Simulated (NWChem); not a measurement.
# H2TeO; SMILES O[TeH]

Computed with NWChem. Medium grid unless said otherwise, to which SCAN and Minnesota functionals are sensitive. Geometry: optimised at PBE-D3(BJ)/def2-SVP. def2 effective core potentials on Te; no spin-orbit coupling. Hybrids' shares of exact exchange are those that their runs print; pure functionals count as 0. The functionals differ in more than this share.

| row | share of exact exchange | orbital gap (eV) |
|---|---|---|
| PBE/def2-SVP | 0.00 | 2.58 |
| LDA (Slater exchange, VWN5)/def2-SVP | 0.00 | 2.48 |
| TPSSh/def2-SVP | 0.10 | 3.59 |
| B3LYP/def2-SVP | 0.20 | 4.16 |
| B97-2/def2-SVP | 0.21 | 4.33 |
| MPW1K/def2-SVP | 0.43 | withheld |
| M06-2X/def2-SVP | 0.54 | 6.84 |
| Hartree-Fock/def2-SVP | 1.00 | 10.59 |

### Question
Fit a straight line of the last column on the one before it, predict the withheld value, and compare with the run.

### Answer

1. Means of the 7 shown rows: x = 0.293, y = 4.939. Slope Σ(x − x̄)(y − ȳ)/Σ(x − x̄)² = 6.260/0.7853 = 7.971; intercept 2.604.
2. The shown rows scatter about the line by 0.093 (root mean square); the largest residual is +0.19, at TPSSh/def2-SVP.
3. At x = 0.43 (MPW1K/def2-SVP; inside the shown range) the line gives 6.03.
4. The run gives 6.09, +0.06 from the line, 0.6 times the scatter.
